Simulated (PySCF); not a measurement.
From one molecule to another.

First species: C3H10GeSi.
Atom-mapped SMILES: `[CH2:1]=[CH:2][GeH2:3][CH2:4][SiH3:5]` (hydrogens: H6, H7 on C1; H8 on C2; H9, H10 on Ge3; H11, H12 on C4; H13, H14, H15 on Si5)

Second species: C2BFO4.
SMILES: `O=C1OB(F)OC1=O`

Levels: CAM-B3LYP/def2-SVPD for dipole moment, HOMO energy, LUMO energy, HOMO–LUMO gap, static isotropic polarisability and electronic spatial extent ⟨r²⟩ about the centre of nuclear charge; TDDFT CAM-B3LYP/def2-SVPD for lowest singlet excitation; TDA CAM-B3LYP/def2-SVPD for lowest triplet excitation (Tamm–Dancoff); ΔSCF CAM-B3LYP/def2-SVPD for vertical ionisation energy; PBE0-D3(BJ)/def2-SVP for rotational constant A and rotational constant C. Geometries: PBE0-D3(BJ)/def2-SVP. All species are isolated and taken at one optimised geometry, non-relativistic unless stated. Electronic properties by PySCF.

The conformers computed, where there is a choice (atom-mapped SMILES and torsion angles):
- `[CH2:1]=[CH:2][GeH2:3][CH2:4][SiH3:5]`: C1–C2–Ge3–C4 3°, C2–Ge3–C4–Si5 179°

Values for the first species:

```
Dipole moment                                                     : 1.20 D
HOMO energy                                                       : -9.23 eV
LUMO energy                                                       : 0.78 eV
HOMO–LUMO gap                                                     : 10.01 eV
Lowest singlet excitation                                         : 6.66 eV
Lowest triplet excitation (Tamm–Dancoff)                          : 4.28 eV
Static isotropic polarisability                                   : 96.0 au
Vertical ionisation energy                                        : 10.03 eV
Electronic spatial extent ⟨r²⟩ about the centre of nuclear charge : 1162 bohr²
Rotational constant A                                             : 5.616 GHz
Rotational constant C                                             : 1.017 GHz
```

Question: Estimate the same properties for the second species, and the change in each.

Answer: 
```csv
property,first,second,second less first
dipole moment,1.20 D,2.10 D,+0.90 D
HOMO energy,-9.23 eV,-10.82 eV,-1.59 eV
LUMO energy,0.78 eV,-2.09 eV,-2.87 eV
HOMO–LUMO gap,10.01 eV,8.73 eV,-1.28 eV
lowest singlet excitation,6.66 eV,4.22 eV,-2.44 eV
lowest triplet excitation (Tamm–Dancoff),4.28 eV,3.65 eV,-0.63 eV
static isotropic polarisability,96.0 au,44.5 au,-51.5 au
vertical ionisation energy,10.03 eV,11.92 eV,+1.89 eV
electronic spatial extent ⟨r²⟩ about the centre of nuclear charge,1162 bohr²,788 bohr²,-374 bohr²
rotational constant A,5.616 GHz,3.922 GHz,-1.694 GHz
rotational constant C,1.017 GHz,1.292 GHz,+0.275 GHz
```

On the first: S1 lies 3.35 eV below the HOMO–LUMO gap; its leading configuration is HOMO−1→LUMO, weight 0.69. In wavenumbers S1 is 53700 cm⁻¹ (1 eV = 8065.54 cm⁻¹). Relativistic effects, spin–orbit coupling among them, are left out although an element past zinc is present.

On the second: S1 lies 4.51 eV below the HOMO–LUMO gap; its leading configuration is HOMO→LUMO, weight 0.97. The ΔSCF ionisation energy exceeds −ε(HOMO) by 1.10 eV with CAM-B3LYP.
